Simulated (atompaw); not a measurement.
**What one change does to a pseudopotential (Al, PAW (atompaw))**

| Quantity | Value |
| --- | --- |
| Element | aluminium |
| Generator | atompaw 4.2.0.5 |
| Type | PAW |
| Functional | PBE |
| Relativity | non-relativistic |
| Frozen core | [Ne] |
| Valence charge | 3 |
| Reference configuration | 3s2 3p1 |
| Partial waves | 3s (bound): rc 2.90 bohr; 3s channel at 0.45 Ry: rc 1.80 bohr; 3p (bound): rc 2.90 bohr; 3p channel at 0.8 Ry: rc 2.90 bohr |
| Local potential | troulliermartins scheme with l = 2 at 0 Ry, radius 2.40 bohr |
| Core correction | smooth core density matched at 2.75 bohr |
| Augmentation charge | sinc compensation charge, radius 2.70 bohr; PAW radius 2.90 bohr; waves and projectors: custom rrkj gramschmidtortho |

Change: wave 3p channel at 0.8 Ry: rc 2.90 bohr becomes 3p channel at 9.92 Ry: rc 2.90 bohr.

Cutoffs: the cutoffs (Ry, on a coarse ladder) from which the occupation-weighted sum of valence levels, in a spherical-Bessel basis at the reference potential, stays within 10 and 1 mRy of its value at 400 Ry; they do not see the model core or the augmentation charge, which bear on the density cutoff.

Problem. What does the change do?

Solution. Both files are very soft, the changed one slightly softer (loose and tight cutoff 6 and 8 Ry → 6 and 6 Ry on this coarse ladder); a bound ghost appears in p, which as a rule spoils a file; the range in which the p phases agree narrows (upper end 2.6 → 0.0).

```csv
quantity,base,changed
"cutoff, loose",6 Ry,6 Ry
"cutoff, tight",8 Ry,6 Ry
bound ghosts,none,p
s: phases at 2.92 bohr within 0.05 rad from the reference energy up to (Ry; the scan ends near 5),2.0,2.0
p: phases at 2.92 bohr within 0.05 rad from the reference energy up to (Ry; the scan ends near 5),2.6,0.0
lowest overlap eigenvalue by channel,"s 0.46, p 0.74","s 0.46, p 0.05"
```

 A true bound ghost makes a file unfit for plane-wave use even where its test errors are small: the radial tests pick states by their node count and pass the ghost by. The cutoffs see the waves, projectors and local potential, not the compensation charge or the core.
